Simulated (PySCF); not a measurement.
Be(H)2 cation (BeH2), SMILES [BeH2] (connectivity only; charge and spin as stated), charge +1, multiplicity 2.

Geometry optimised at PBE0-D3(BJ)/def2-TZVPD. A frequency run showed that this geometry is not a minimum. The multiplicity is an assumed one; other spin states were not compared. The isomer is the one that the SMILES or the coordinates give; other isomers of the formula were not compared.

Calculation: PySCF with PBE/def2-TZVPD.

The molecule is in vacuum.

Computed frontier levels, dipole moment and polarisability:
```
Item                                                                Value
------------------------------------------------  -----------------------
α spin, highest occupied and lowest empty level       -17.01 and -9.09 eV
β spin, highest occupied and lowest empty level      -16.12 and -15.11 eV
dipole moment about the centre of nuclear charge                0.000 e·Å
mean static polarisability                           27.9 bohr³ (4.13 Å³)
polarisability, principal values                   14.1, 14.1, 55.6 bohr³
⟨S²⟩                                              0.760 (pure state 0.75)
```
